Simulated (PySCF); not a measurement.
# Spin states and ions at one geometry of [BiF3]2+

PySCF 2.14.0, RKS r2SCAN, Bi def2-SVP with ECP60, F def2-SVP; non-relativistic Hamiltonian with scalar-relativistic core potentials where named; density fitting; no spin-orbit coupling; singlets restricted, open shells unrestricted. The geometry is relaxed for charge +2, singlet, vacuum:

```xyz
4

Bi   -0.0415   -0.0001    0.0000
F     1.9368   -0.0017    0.0000
F    -0.9459    1.7591    0.0000
F    -0.9494   -1.7574    0.0000
```

Energies count from the relaxed state; an electron taken off or put on is at rest in vacuum. Charges and spins are Mulliken's.

Task: Order these states by energy, lowest first.
A. charge +2, singlet, vacuum
B. charge +2, triplet, vacuum
C. charge +1, doublet, vacuum
D. charge +3, doublet, vacuum

Result: C (-18.92 eV), A (0.00 eV), B (1.28 eV), D (28.12 eV).

Task: How do charge and spin on the first atom follow?

Result: 
| state | spin squared | charge on Bi1 (e) | spin on Bi1 (e) | dipole about the centre of mass (D) |
| --- | --- | --- | --- | --- |
| charge +2, singlet, vacuum | 0.00 | 2.18 | 0.00 | 0.27 |
| charge +2, triplet, vacuum | 2.01 | 2.03 | 0.10 | 0.03 |
| charge +3, doublet, vacuum | 0.82 | 2.43 | -0.09 | 0.38 |
| charge +1, doublet, vacuum | 0.76 | 1.77 | 0.16 | 0.31 |

With an electron taken off (doublet) the charges change, summed by element, by Bi +0.25 e, F +0.75 e. The vertical ionisation energy is 28.12 eV, against −ε(HOMO) = 24.41 eV of the relaxed state. The level lies 3.7 eV too high, as is usual for semilocal functionals and global hybrids, which keep a self-interaction error.

With an electron put on (doublet) the charges change, summed by element, by Bi -0.41 e, F -0.59 e. The vertical electron affinity is 18.92 eV, against −ε(LUMO) = 22.49 eV of the relaxed state.

Open shells may have lower solutions than those found. Hard to converge, so the more doubtful: charge +2, triplet, vacuum; charge +3, doublet, vacuum.

No frequency check is given that shows the relaxed geometry to be a minimum.
